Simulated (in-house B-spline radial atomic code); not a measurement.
Configurations of Ga7+, with energies counted from [Ar] 3d6. Method: Dirac-Hartree-Fock, average of configuration, Fermi nucleus of rms radius 3.9973 fm. Calculated with a radial B-spline atomic code at the basis-set limit. Energies include first-order Breit, QED and recoil terms.

Occupations are held fixed; configurations that lie above the ionisation limit could autoionise.

| configuration | E - E(ref) (eV) | highest orbital | its <r> (bohr) |
| --- | --- | --- | --- |
| [Ar] 3d5 4s1 | 61.848 | 4s1/2 | 1.505 |
| [Ar] 3d5 5f1 | 137.35 | 5f5/2 | 3.756 |
| [Ar] 3d5 5g1 | 138.37 | 5g9/2 | 3.43 |
| [Ar] 3d5 6p1 | 139.01 | 6p3/2 | 4.686 |
| [Ar] 3d5 7s1 | 147.66 | 7s1/2 | 6.404 |
| [Ar] 3d5 6g1 | 149.02 | 6g9/2 | 5.487 |
| [Ar] 3d5 7p1 | 149.45 | 7p3/2 | 6.774 |
| [Ar] 3d5 7f1 | 155 | 7f7/2 | 8.173 |
| [Ne] 3s2 3p5 3d6 5g1 | 226.33 | 5g9/2 | 3.429 |
| [Ne] 3s2 3p5 3d6 6f1 | 236.3 | 6f7/2 | 5.77 |
| [Ne] 3s2 3p5 3d6 7f1 | 242.95 | 7f7/2 | 8.167 |

Problem. Order these further configurations by energy, lowest first.
A. [Ar] 3d5 6f1
B. [Ne] 3s2 3p5 3d6 4s1
C. [Ne] 3s2 3p5 3d6 4f1
D. [Ne] 3s2 3p5 3d6 5f1
E. [Ne] 3s2 3p5 3d7

Solution. E (89.083 eV), A (148.36 eV), B (149.86 eV), C (205.21 eV), D (225.28 eV).

Problem. How far above the reference does [Ne] 3s2 3p5 3d6 7g1 lie?

Solution. 243.4 eV; its least bound orbital is 7g9/2 with <r> = 7.919 bohr.

Problem. How far above the reference does [Ar] 3d5 5p1 lie?

Solution. 119.68 eV; its least bound orbital is 5p3/2 with <r> = 2.972 bohr.

Problem. How far above the reference does [Ne] 3s2 3p5 3d6 7s1 lie?

Solution. 235.63 eV; its least bound orbital is 7s1/2 with <r> = 6.405 bohr.

Problem. One of these lies 117.3 eV from the reference. Which?
A. [Ar] 3d5 6s1
B. [Ar] 3d5 4f1
C. [Ar] 3d5 7g1
D. [Ar] 3d5 4p1

Solution. B.
